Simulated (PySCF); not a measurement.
**Radial density of Ir (iridium, neutral)**

UHF, [Xe] 4f14 5d9, 2D determinant (an excited configuration). All numbers are calculated (PySCF 2.14, the spin-free X2C one-electron Hamiltonian (Gaussian nucleus), in x2c-TZVPPall with one added diffuse shell each of s, p, d, f type (12s8p8d4f1g, 113 functions)).

```tsv
r (bohr)	4πr²ρ (e/bohr)	4πr²(ρα − ρβ)
0.0135	106.4	-0.0006
0.0227	93.28	-0.0008
0.0383	124.4	0.0034
0.0643	136.1	0.0333
0.108	113.5	0.0699
0.182	118.3	-0.0038
0.306	72.82	0.0928
0.515	64.44	0.0132
0.866	21.36	0.3264
1.46	10.15	0.7527
2.45	2.293	0.2116
4.12	0.3050	-0.0025
6.93	0.01047	-0.0030
11.7	1.429e-05	0.0000
```

Densities and radii are taken from the X2C orbitals without a picture-change correction, which distorts them close to the nucleus.

⟨L²⟩ = 7.94 against 6 for a pure D term, so this real determinant mixes terms. Spin-orbit coupling, absent here, splits the open shell strongly. The s, p, d and f populations moved away from the nominal configuration during the SCF.

Task: Where is the radial spin density 4πr²(ρα − ρβ) most negative, and why is it negative at all?

Result: Around r = 0.182 bohr, down to -0.0038 e/bohr: exchange with the open shell polarises the paired shells in an unrestricted calculation.
